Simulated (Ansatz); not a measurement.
Coupled-cluster diagnostics for H5Au3, Ansatz.

Geometry of the singlet (r2SCAN-D4/def2-SVP):

```xyz
8

Au    0.972    0.170    1.620
Au   -1.746    0.280    0.685
Au    0.317   -0.187   -0.945
H     2.510   -0.009    1.242
H    -2.736    0.203   -0.562
H    -0.206   -0.379   -2.396
H    -0.716    0.375    2.129
H     1.606   -0.453   -1.773
```

In the def2 sets Au takes a core potential; there is no spin–orbit coupling. Correlated methods freeze no core orbitals; core or outer-core shells of Au are correlated, in sets that lack core-valence functions. The structure comes from a short search, and lower isomers may exist.

**Question.** Estimate the CCSD(T) correlation energy, the shares of MP2 and (T), T1 and the reference's ⟨S²⟩ for: charge 0, singlet, own geometry in def2-TZVP; and the rough time on 4 threads of Arm Neoverse V2 on a shared host.

**Answer.** 
```
                          state      basis  correlation (eV)  MP2 share (%)  (T) share (%)     T1  ⟨S²⟩ (pure)  wall time
charge 0, singlet, own geometry  def2-TZVP           -37.554          105.2            3.2  0.018  0.00 (0.00)       88 s
```
Customary marks for T1 are 0.02 (closed shells), 0.045 (open shells) and about 0.05 (3d metals). T1 stays under 0.02 throughout.
